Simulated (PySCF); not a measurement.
Al(Me)(OH)(SeH) (CH5AlOSe), SMILES [CH3][Al]([OH])[SeH].

Geometry: PBE-D3(BJ)/def2-SVP. The structure was generated by enumeration; whether it is a known compound was not checked. One conformer was computed; it need not be the lowest.

Method: PBE-D3(BJ)/def2-SVP (PySCF).

Frequencies are harmonic and unscaled.

| mode | ν (cm⁻¹) | IR (km/mol) | moving atoms (share of kinetic energy) |
|---|---|---|---|
| 1 | 16 | 0.3 | H 98 % |
| 2 | 127 | 3.8 | C 35 %, H 24 %, Al 19 %, Se 12 %, O 10 % |
| 3 | 180 | 10.5 | O 52 %, H 19 %, Se 15 %, C 10 % |
| 4 | 189 | 6.8 | Al 54 %, H 28 %, O 12 % |
| 5 | 205 | 2.2 | H 87 %, Al 8 % |
| 6 | 332 | 124.2 | H 89 %, O 11 % |
| 7 | 340 | 17.7 | Al 41 %, Se 25 %, C 13 %, O 12 %, H 9 % |
| 8 | 522 | 44.6 | H 94 % |
| 9 | 573 | 101.0 | H 79 %, O 10 %, C 9 % |
| 10 | 633 | 26.4 | H 76 %, C 18 % |
| 11 | 640 | 62.3 | C 34 %, Al 31 %, H 23 %, O 12 % |
| 12 | 684 | 134.7 | H 67 %, C 19 %, Al 11 % |
| 13 | 856 | 79.9 | Al 45 %, O 43 %, H 11 % |
| 14 | 1163 | 17.0 | H 79 %, C 21 % |
| 15 | 1375 | 1.9 | H 96 % |
| 16 | 1376 | 2.0 | H 95 % |
| 17 | 2357 | 15.0 | H 99 % |
| 18 | 2972 | 1.6 | H 97 % |
| 19 | 3067 | 1.8 | H 91 %, C 9 % |
| 20 | 3082 | 2.9 | H 91 %, C 9 % |
| 21 | 3823 | 66.4 | H 94 % |
